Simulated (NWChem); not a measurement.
System: C$_{2}$H$_{5}$NOSi; SMILES N[Si@H]1C=CO1

```xyz
10

N     -0.0540    -1.9313     0.4414
Si    -0.0149    -0.4584    -0.4224
C     -1.1382     0.9292     0.0327
C      0.0062     1.6053     0.2713
O      1.1119     0.7926     0.0810
H      0.4476    -2.7517     0.1267
H     -0.2755    -1.9693     1.4282
H      0.2583    -0.8165    -1.8339
H     -2.1556     1.2881     0.0754
H      0.2095     2.6377     0.5551
```
Atoms are numbered in this order, from 1.

Geometry: optimised at B3LYP/6-31G* (spherical d).

Question: List the 4 lowest vertical singlet excitations and the 4 lowest triplet ones from Hartree-Fock/6-31G* (spherical d), CIS (NWChem).

Answer: 
```json
[
 {"state": "S1", "energy (eV)": "6.88", "oscillator strength": "0.192", "leading excitation (squared amplitude)": "HOMO → LUMO (0.85)"},
 {"state": "S2", "energy (eV)": "8.03", "oscillator strength": "0.028", "leading excitation (squared amplitude)": "HOMO → LUMO+1 (0.80)"},
 {"state": "S3", "energy (eV)": "8.28", "oscillator strength": "0.015", "leading excitation (squared amplitude)": "HOMO−2 → LUMO (0.53)"},
 {"state": "S4", "energy (eV)": "8.80", "oscillator strength": "0.064", "leading excitation (squared amplitude)": "HOMO−1 → LUMO (0.38)"},
 {"state": "T1", "energy (eV)": "3.57", "oscillator strength": "spin-forbidden", "leading excitation (squared amplitude)": "HOMO → LUMO (0.68)"},
 {"state": "T2", "energy (eV)": "7.44", "oscillator strength": "spin-forbidden", "leading excitation (squared amplitude)": "HOMO−2 → LUMO (0.55)"},
 {"state": "T3", "energy (eV)": "7.67", "oscillator strength": "spin-forbidden", "leading excitation (squared amplitude)": "HOMO → LUMO+1 (0.78)"},
 {"state": "T4", "energy (eV)": "7.86", "oscillator strength": "spin-forbidden", "leading excitation (squared amplitude)": "HOMO−1 → LUMO (0.30)"}
]
```
